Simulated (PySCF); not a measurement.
CH4S2, SMILES `SCS` (H–S–C–S torsion -70°, S–C–S–H torsion 70°), neutral singlet in the gas phase. 

Z-matrix (Å, degrees):
```
C
H 1 1.0882
H 1 1.0907 2 107.52
S 1 1.8058 2 110.28 3 -114.24
H 4 1.3422 1 96.46 2 -57.79
S 1 1.8058 2 110.28 3 114.24
H 6 1.3422 1 96.46 2 57.79
```
Charge 0, spin multiplicity 1.

All levels are single points at this geometry (PBE0-D3(BJ)/def2-TZVP); Pople sets use spherical d functions. Orbital energies aren't observables, and empty levels follow the basis.

| level | HOMO (eV) | LUMO (eV) | gap (eV) | dipole (D) | vertical IE, Delta-SCF (eV) |
|---|---|---|---|---|---|
| PBE-D3(BJ)/def2-TZVP in PySCF | -5.63 | -1.17 | 4.47 | 1.49 | – |
| PBE0-D3(BJ)/def2-TZVP in PySCF | -6.86 | -0.23 | 6.63 | 1.55 | – |
| B3LYP/6-311+G** in PySCF | -6.71 | -0.72 | 5.98 | 1.67 | – |
| PBE/6-31G* in PySCF | -5.54 | -0.82 | 4.71 | 1.86 | 8.75 |
| HF/6-31G* in PySCF | -9.70 | 3.82 | 13.52 | 1.81 | 8.79 |
| HF/STO-3G in PySCF | -6.94 | 11.29 | 18.23 | 1.27 | – |
